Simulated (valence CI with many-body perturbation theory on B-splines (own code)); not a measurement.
## Questions on Br XXIII

Method: relativistic CI+MBPT: three valence electrons over a frozen Dirac-Fock core [Ne], radial functions for each j: 9 s, 9 p, 8 d, 6 f, 3 g, 1 h, with the one-electron correlation potential Σ1, the two-electron term Σ2, the three-electron term Σ3, Breit, model QED; selected CI, second order for the rest, scaled by the run's own slope (own B-spline code, finite nucleus).

No measured levels were compared; by estimate levels of excited configurations hold to 0.05 to 0.15 % of their energy, terms of the ground configuration to about 0.5 %.

Names give the largest LS component (configuration and term), which can be under half, so a name can repeat, a term be missing and a line seem to break the LS rules; names also repeat where a configuration has a term twice.

Rates and lifetimes use the calculated energies. Strong lines usually hold to 10 to 20 %, long lifetimes can be off by a factor of two.

Problem. What is the ground level?

Solution. 3s2.3p 2P°_1/2, composition 98 % 3s2.3p 2P°, g = 0.663.

Problem. How well does LS coupling describe the low levels?

Solution. Among the lowest 20 levels the leading LS term, summed over configurations, holds 84 % on average. For single configurations the figures are 78 % in LS and 73 % in jj coupling. Terms mix most in the J = 3/2 level at 1165600 cm⁻¹, where the leading one holds 32 %.

Problem. What are the static dipole polarisabilities of the lowest levels?

Solution. 3s2.3p 2P°_1/2 0.0857; 3s2.3p 2P°_3/2 0.0880 (tensor 0.0089) bohr³, of which the core gives 0.00137.

Problem. Name the longest-lived excited levels whose lifetime is computed, and their main decay.

Solution. 3s2.3p 2P°_3/2 at 84884 cm⁻¹ lives 181 μs, mostly by M1 to 3s2.3p 2P°_1/2. The lifetime of 3s.3p.3d 4F°_9/2 is too uncertain to give, and may be longer.

Problem. Among levels below 1316800 cm⁻¹, which E1 lines absorb most strongly from the ground level?

Solution. to 3s2.3d 2D_3/2 at 12.49 nm, f = 0.294; to 3s.3p2 2P_1/2 at 16.01 nm, f = 0.227; to 3s.3p2 2P_3/2 at 13.88 nm, f = 0.138.
